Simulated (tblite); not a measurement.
C₇H₈N₂.
Structure used (GFN2-xTB), in Å, numbered top down from 1:
```
atom  x, y, z in Å
C1     2.5013    0.1195   -0.4460
N2     2.0859   -1.1417    0.0840
C3     0.9136   -1.3789    0.4721
C4    -0.2627   -0.4861    0.5157
C5    -0.2164    0.7847    1.0859
C6    -1.3687    1.5553    1.0822
N7    -2.5145    1.1543    0.5602
C8    -2.5629   -0.0554    0.0271
C9    -1.4789   -0.9154   -0.0142
H10    3.1540    0.5983    0.2862
H11    1.6863    0.8046   -0.7058
H12    3.1036   -0.0870   -1.3322
H13    0.7261   -2.3973    0.8055
H14    0.6890    1.1517    1.5448
H15   -1.3755    2.5467    1.5166
H16   -3.5217   -0.3466   -0.3820
H17   -1.5654   -1.8947   -0.4605
```

Level: GFN2-xTB in tblite, geometry and Hessian alike; calculated harmonic values, unscaled, isolated species. Against measured fundamentals such values can be off by several per cent, at times by over 20. One conformer, not necessarily the lowest.

Harmonic wavenumbers (cm⁻¹): 55.2, 111.1, 159.1, 206.3, 271.8, 330.8, 409.9, 446.9, 519.9, 627.1, 654.6, 711.3, 780.8, 836.9, 866.8, 889.5, 916.5, 925.1, 1001.3, 1017.2, 1091.5, 1098.9, 1116.4, 1132.5, 1200.3, 1219.0, 1262.5, 1277.6, 1320.9, 1374.8, 1386.1, 1460.8, 1461.6, 1475.1, 1549.6, 1578.0, 1730.8, 2916.9, 2978.4, 2987.1, 2998.5, 3055.6, 3056.7, 3086.5, 3091.4.

A = 3980, B = 1117, C = 947.9 MHz; mass 120.069 u (most abundant isotopes); point group C1, symmetry number 1.

Task: What is the zero-point energy?

Result: ½Σν̃ = 29323 cm⁻¹ = 83.84 kcal/mol.

Task: Entropy at 298.15 K, 1 bar (ideal gas, RRHO, classical rotation)?

Result: Translation 40.29, rotation 28.72, vibration 20.41: S = 89.4 cal/(mol K).

Task: And Cp and H(298.15 K) − H(0)?

Result: Cp = 32.25 cal/(mol K), of which vibrations give 24.30 (their classical limit is 45 R = 89.4); H(298.15 K) − H(0) = 5.74 kcal/mol without the zero-point energy, 3.37 from vibrations.

Task: Blend soft modes into free rotors: weight 1/[1 + (100 cm⁻¹/ν̃)⁴] for the oscillator and the rest for a rotor with moment μB/(μ + B), μ = h/(8π²ν), B = 10⁻⁴⁴ kg m². What vibrational entropy results?

Result: 19.13 cal/(mol K) in place of 20.41, which changes −T·S at 298.15 K by +0.38 kcal/mol.

Task: Which modes carry the vibrational entropy at 298.15 K?

Result: 55.2 cm⁻¹: 4.62; 111.1 cm⁻¹: 3.25; 159.1 cm⁻¹: 2.56; 206.3 cm⁻¹: 2.08; 271.8 cm⁻¹: 1.58; 330.8 cm⁻¹: 1.26 cal/(mol K); the other 39 give 5.06 together.

Task: What must be added to the electronic energy to get the Gibbs energy at 298.15 K and 1 bar?

Result: ZPE + [H(298.15 K) − H(0)] − T·S = 83.84 + 5.74 − 26.66 = 62.92 kcal/mol.

Task: How do the functions run with temperature in this model?

Result: 
| T (K) | S (cal/(mol K)) | Cp (cal/(mol K)) | H − H(0) (kcal/mol) | G − H(0) (kcal/mol) | ln q(vib) |
| --- | --- | --- | --- | --- | --- |
| 100 | 65.6 | 15.2 | 1.12 | -5.44 | 1.02 |
| 200 | 78.5 | 23.1 | 3.03 | -12.68 | 2.76 |
| 300 | 89.6 | 32.4 | 5.80 | -21.09 | 4.62 |
| 500 | 110.5 | 50.0 | 14.12 | -41.13 | 8.60 |
| 800 | 138.1 | 66.9 | 31.90 | -78.54 | 14.72 |
| 1000 | 153.8 | 73.9 | 46.02 | -107.75 | 18.65 |

q(vib) and H(0) count from the zero-point level.

Hindered rotation and anharmonicity are outside this model. Other conformers, if any are populated, would add a mixing term that is left out. The structure is chiral; the term R ln 2 for an equal mix with its mirror image is left out.
